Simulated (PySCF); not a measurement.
## How good is the calculation?

Geometry (Å), atoms numbered from 1 in this order:
```xyz
18

C    -1.9249    0.9021   -0.5980
C    -1.8120   -0.3222    0.3014
C    -0.6143   -1.1966   -0.0744
N     0.6412   -0.5075    0.1113
C     1.4736   -0.1969   -0.9101
C     2.6962    0.5868   -0.4721
O     1.2638   -0.5271   -2.0564
H    -2.7867    1.5039   -0.3194
H    -1.0336    1.5203   -0.5188
H    -2.0333    0.5987   -1.6362
H    -2.7173   -0.9255    0.2180
H    -1.7165   -0.0075    1.3442
H    -0.6184   -2.1124    0.5282
H    -0.6599   -1.4671   -1.1316
H     0.8507   -0.1745    1.0390
H     3.3208    0.7863   -1.3374
H     2.3961    1.5305   -0.0215
H     3.2658    0.0150    0.2573
```

Computational details: shieldings: GIAO PBE0/pcSseg-1, structure optimised with GFN2-xTB, in PySCF 2.14 (single conformer, non-relativistic Hamiltonian, fast rotation and ring inversion assumed for equivalent nuclei, isolated molecule).

Reference values: measured (solution, not stated per compound (mostly CDCl3 or CCl4); Pretsch, Buehlmann, Badertscher, Structure Determination of Organic Compounds, 4th ed. (2009)).
```json
{"atoms": "C3", "quantity": "δ 13C", "reference": "40.7", "computed": "41.8", "computed, scaled": "38.5"}
{"atoms": "C2", "quantity": "δ 13C", "reference": "22.5", "computed": "28.7", "computed, scaled": "25.8"}
{"atoms": "C1", "quantity": "δ 13C", "reference": "11.1", "computed": "12.8", "computed, scaled": "10.3"}
{"atoms": "H13/H14", "quantity": "δ 1H", "reference": "3.18", "computed": "3.57", "computed, scaled": "3.46"}
{"atoms": "H11/H12", "quantity": "δ 1H", "reference": "1.55", "computed": "1.32", "computed, scaled": "1.34"}
{"atoms": "H8/H9/H10", "quantity": "δ 1H", "reference": "0.96", "computed": "0.99", "computed, scaled": "1.03"}
```

Computed shifts are σ(ref) − σ with the named reference compound (TMS for H and C) calculated as an isolated molecule at the same level. The measured values may be among those fitted. Expected solution values come from regression of measured δ (H and C: mostly CDCl3, vs TMS) on computed σ: 13C (scatter 2.1 ppm rms, 2.3 ppm with the 13 outliers that the fit left out); 1H (scatter 0.17 ppm rms, 0.18 ppm with the 4 outliers that the fit left out). Occasional misses reach two or three times the rms, and more in compound classes unlike the fitted ones. Hydrogens on heteroatoms aren't scaled, only referred to computed TMS.

(1) How far are the unscaled 13C shifts from the references?

(2) How far are the unscaled 1H shifts from the references?

## Answers

(1) Mean signed difference +3.00 ppm, mean absolute 3.00 ppm over 3 comparisons; the largest is +6.2 ppm at C2 (sp3 CH2).

(2) Mean signed difference +0.06 ppm, mean absolute 0.22 ppm over 3 comparisons; the largest is +0.39 ppm at H13/H14 (hydrogen on an sp3 CH2 bonded to N).

The protons averaged at δ 3.57 differ by 1.4 ppm in this conformer, so that average is uncertain.
